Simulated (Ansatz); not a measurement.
Start from `[BH2][GaH][F]` and change one atom or group to get `[BH2][GaH][OH]`.

Ansatz, PBE0-D4/def2-TZVP geometries, multiplicity 1. Each molecule was computed in one conformer, which needn't be the lowest.

Scalar relativity is left out up to krypton.

```json
{"property": "HOMO energy (B3LYP/def2-TZVPP) / eV", "`[BH2][GaH][F]`": "-7.84"}
{"property": "LUMO energy (PBE0/def2-TZVPP) / eV", "`[BH2][GaH][F]`": "-2.75"}
{"property": "size of the dipole moment (B3LYP/def2-TZVPP) / D", "`[BH2][GaH][F]`": "2.62"}
{"property": "HOMO energy (PBE0/def2-TZVPP) / eV", "`[BH2][GaH][F]`": "-8.02"}
{"property": "LUMO energy (ωB97M-V/def2-TZVPP) / eV", "`[BH2][GaH][F]`": "-0.77"}
{"property": "HOMO–LUMO gap (ωB97M-V/def2-TZVPP) / eV", "`[BH2][GaH][F]`": "9.40"}
```

Q: Give the same properties after the change, and the shifts. (An estimate is asked.)

A: Computed: 
| property | `[BH2][GaH][OH]` | shift |
| --- | --- | --- |
| HOMO energy (B3LYP/def2-TZVPP) / eV | -7.45 | 0.39 |
| LUMO energy (PBE0/def2-TZVPP) / eV | -2.59 | 0.16 |
| size of the dipole moment (B3LYP/def2-TZVPP) / D | 2.06 | -0.56 |
| HOMO energy (PBE0/def2-TZVPP) / eV | -7.64 | 0.38 |
| LUMO energy (ωB97M-V/def2-TZVPP) / eV | -0.66 | 0.11 |
| HOMO–LUMO gap (ωB97M-V/def2-TZVPP) / eV | 9.14 | -0.26 |

With PBE0 the HOMO rises by 0.38 eV and the LUMO rises by 0.16 eV, so the gap narrows by about 0.22 eV. PBE moves the HOMO by 0.35 eV and ωB97M-V by 0.38 eV. The zero-point energy changes by 30.5 kJ/mol with +3 modes. Dipoles are sizes alone; their direction can turn.

B3LYP here is the variant with VWN-RPA as its local correlation; programs differ in this.
